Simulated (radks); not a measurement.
The mean radii <r> (bohr) of the occupied orbitals of an atom or ion are listed with their occupations. All-electron calculation, non-relativistic Kohn-Sham, exchange-only PBE, spin-polarised, spherical densities, point nucleus. Program: a radial shooting solver on a logarithmic mesh with Libxc functionals.

orbital  occ.      <r>
1s          2  0.03815
2s          2   0.1674
2p          6   0.1437
3s          2   0.4700
3p          6   0.4670
3d         10   0.4510
4s          2    1.215
4p          6    1.327

Name the element and its charge. Open shells, if any, are filled with parallel spins first.

Answer. Z = 40, zirconium, charge +4: Zr4+ in [Kr]. The 1s radius gives Z: for a bare nucleus <r> = 1.5/Z, 0.0375 bohr for Z = 40, and screening makes it slightly larger (0.03815 here). The occupations add up to 36, and the charge is Z minus that.
